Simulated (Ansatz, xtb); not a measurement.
# F2H6Si3: which of two conformers lies lower

Structure I: `F[SiH](F)[SiH2][SiH3]`, a singlet. Structure II: `F[SiH](F)[SiH2][SiH3]`, a singlet. Both are isolated molecules in the gas phase, relaxed with B3LYP-D3(BJ)/def2-SVP.

I (Å):

```json
{"atom": "F", "x (Å)": "-1.3823", "y (Å)": "1.3828", "z (Å)": "-2.8928"}
{"atom": "F", "x (Å)": "0.4334", "y (Å)": "-0.4196", "z (Å)": "-2.4005"}
{"atom": "Si", "x (Å)": "-0.1502", "y (Å)": "1.0122", "z (Å)": "-1.9006"}
{"atom": "Si", "x (Å)": "-1.0194", "y (Å)": "0.7224", "z (Å)": "0.2518"}
{"atom": "Si", "x (Å)": "-2.6441", "y (Å)": "-0.9764", "z (Å)": "0.1698"}
{"atom": "H", "x (Å)": "0.9135", "y (Å)": "2.0278", "z (Å)": "-2.1058"}
{"atom": "H", "x (Å)": "0.0946", "y (Å)": "0.3525", "z (Å)": "1.1754"}
{"atom": "H", "x (Å)": "-1.6167", "y (Å)": "2.0131", "z (Å)": "0.7081"}
{"atom": "H", "x (Å)": "-3.7181", "y (Å)": "-0.5771", "z (Å)": "-0.7842"}
{"atom": "H", "x (Å)": "-2.0062", "y (Å)": "-2.2380", "z (Å)": "-0.3037"}
{"atom": "H", "x (Å)": "-3.2375", "y (Å)": "-1.1971", "z (Å)": "1.5205"}
```

II (Å):

```xyz
11

F    -0.6401    0.6758   -2.9561
F    -3.1381   -0.0486   -2.8071
Si   -2.0047    0.8677   -2.0910
Si   -1.5679    0.0048    0.0417
Si   -0.0417   -1.7570   -0.2727
H    -2.4216    2.2864   -2.2233
H    -2.8422   -0.4577    0.6655
H    -0.9696    1.0772    0.8927
H     1.2508   -1.1923   -0.7539
H    -0.5861   -2.6915   -1.2986
H     0.1857   -2.4996    1.0010
```

**Question.** Estimate which is lower in electronic energy at CCSD(T)/def2-SVP + ΔMP2/def2-TZVPP, and by roughly how much.

**Answer.** Too close to call at this level: CCSD(T)/def2-SVP + ΔMP2/def2-TZVPP gives E(II) − E(I) = +1.48 kJ/mol.

The same difference at several levels:

```
                             level               geometry  E(II) − E(I) (kJ/mol)  departure from the last row (kJ/mol)  job, with rough time for the two
             B3LYP-D3(BJ)/def2-SVP  B3LYP-D3(BJ)/def2-SVP                   −0.27                                 −1.75             optimisation, 3.4 min
                       HF/def2-SVP  B3LYP-D3(BJ)/def2-SVP                   +0.75                                 −0.73           part of the CCSD(T) run
                      MP2/def2-SVP  B3LYP-D3(BJ)/def2-SVP                   +0.06                                 −1.42           part of the CCSD(T) run
                  CCSD(T)/def2-SVP  B3LYP-D3(BJ)/def2-SVP                   +0.08                                 −1.41                      single point
CCSD(T)/def2-SVP + ΔMP2/def2-TZVPP  B3LYP-D3(BJ)/def2-SVP                   +1.48                                                      single point, 54 s
```

The largest departure from CCSD(T)/def2-SVP + ΔMP2/def2-TZVPP is that of B3LYP-D3(BJ)/def2-SVP, 1.75 kJ/mol. A small imaginary or near-zero mode remains, so no thermal terms are given. Levels run at GFN2-xTB geometries aren't shown. The last row adds to CCSD(T) the change of the MP2 difference between the two basis sets, here +1.41 kJ/mol.

The correlated steps freeze 17 core orbitals. Programs: Ansatz 0.2.0; the last row on 2 threads of AMD EPYC 7R43 64-Core Processor (Zen 3) on a shared host.
